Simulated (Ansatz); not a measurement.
Program: Ansatz. Geometries: PBE0-D4/def2-TZVP. ΔE: electronic, gas phase. CBS: MP2 limit from def2 TZ/QZ plus the TZ coupled-cluster correction, frozen cores. This one scheme is used for every species. DFT in def2-TZVPP. B3LYP here is the variant with VWN-RPA as its local correlation; programs differ in this. HSE06 is defined as in plane-wave codes. def2 core potentials past Kr. For In outer-core shells are correlated without core-valence functions, which leaves a few kJ/mol of doubt a bond. Each species was taken in one conformer, which may not be the lowest.

`C[O][InH][NH2]` + `CBBN` → `CB[BH][InH][NH2]` + `CON`  (formal exchange of groups at the In–O bond)

| level | ΔE (kJ/mol) | difference from CCSD(T)/CBS |
| --- | --- | --- |
| LDA (SPW92) | 333.3 | -24.4 |
| BLYP-D4 | 337.8 | -19.9 |
| r2SCAN-D4 | 343.8 | -13.9 |
| B97M-V | 341.1 | -16.6 |
| PBE0-D4 | 337.7 | -20.0 |
| B3LYP-D4 | 345.8 | -11.9 |
| r2SCANh-D4 | 346.0 | -11.7 |
| r2SCAN0-D4 | 349.4 | -8.3 |
| HSE06-D4 | 337.2 | -20.5 |
| BHLYP-D4 | 356.9 | -0.8 |
| CAM-B3LYP-D4 | 355.3 | -2.4 |
| ωB97X-V | 347.5 | -10.2 |
| ωB97M-V | 349.5 | -8.2 |
| B2PLYP | 356.4 | -1.3 |
| PBE-QIDH | 355.2 | -2.5 |
| PBE | 328.2 | -29.5 |
| revPBE | 325.4 | -32.3 |
| BLYP | 337.8 | -19.9 |
| PBE0 | 338.0 | -19.7 |
| B3LYP | 346.2 | -11.5 |
| r2SCANh | 346.3 | -11.4 |
| r2SCAN0 | 349.7 | -8.0 |
| BHLYP | 358.4 | 0.7 |
| CAM-B3LYP | 355.9 | -1.8 |
| LC-ωPBE | 354.5 | -3.2 |
| RPA@PBE/def2-TZVPP | 337.3 | -20.4 |
| HF/def2-SVP | 364.4 | 6.7 |
| MP2/def2-SVP | 376.3 | 18.6 |
| CCSD/def2-SVP | 357.0 | -0.7 |
| CCSD(T)/def2-SVP | 354.6 | -3.1 |
| HF/def2-TZVPP | 367.5 | 9.8 |
| MP2/def2-TZVPP | 366.2 | 8.5 |
| SCS-MP2/def2-TZVPP | 362.4 | 4.7 |
| CCSD/def2-TZVPP | 352.6 | -5.1 |
| CCSD(T)/def2-TZVPP | 350.7 | -7.0 |
| HF/def2-QZVPP | 369.4 | 11.7 |
| MP2/def2-QZVPP | 370.9 | 13.2 |
| SCS-MP2/def2-QZVPP | 367.2 | 9.5 |
| HF/CBS(def2) | 369.7 | 12.0 |
| CCSD/CBS(def2) | 359.6 | 1.9 |
| CCSD(T)/CBS | 357.7 | 0 |

Largest T1 diagnostic among the species: 0.016.

Leaving LDA and LC-ωPBE aside and taking each functional with its dispersion term where it has one, the values, not all of them listed here, spread over 30.7 kJ/mol, from revPBE-D4 to BHLYP-D4. LDA lies +5.1 kJ/mol from PBE without D4. From PBE to PBE0 (25 % exact exchange), in def2-TZVPP and without D4, ΔE moves by +9.8 kJ/mol.

CCSD(T)/CBS has its own doubt, a few kJ/mol and more with outer-core shells, so smaller differences from it don't rank the levels.
